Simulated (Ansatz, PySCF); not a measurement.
CH₉FN₂Si₂, SMILES [SiH3]N[Si@@H](NC)F.

Geometry: B3LYP-D3(BJ)/def2-SVP. The structure was generated by enumeration; whether it is a known compound was not checked. Other conformers were not sampled.

Vertical ionisation energy (IE) and electron affinity (EA) in eV. Rows of orbital energies are one-electron estimates. Where ΔSCF, EOM or ADC give a negative EA the extra electron is unbound and the value depends on the basis.

```
level                                                                        IE          EA
-------------------------------------------------------------------  ----------  ----------
−ε(HOMO), −ε(LUMO), r2SCAN/def2-TZVP (PySCF)                               5.98        0.08
−ε(HOMO), −ε(LUMO), PBE/def2-TZVP (PySCF)                                  5.70        0.55
ΔSCF, PBE0/def2-SVPD (Ansatz), final states of multiplicity 2 and 2  (withheld)  (withheld)
ΔSCF, PBE/def2-SVPD (Ansatz), final states of multiplicity 2 and 2         8.78       -1.15
```

Question: What belongs in the gaps? (An estimate is asked for; the answer gives what the named calculation found.)

Answer: 
- ΔSCF, PBE0/def2-SVPD (Ansatz, a program for electronic structure), final states of multiplicity 2 and 2, IE: 9.18
- ΔSCF, PBE0/def2-SVPD (Ansatz), final states of multiplicity 2 and 2, EA: -1.37

Question: What vertical singlet–triplet gap does ΔSCF give with PBE0/def2-SVPD (Ansatz) and with PBE/def2-SVPD (Ansatz)? (Estimate from the structure and the level; the computed values follow.)

Answer: 6.05 and 5.66 eV (triplet above singlet where positive).
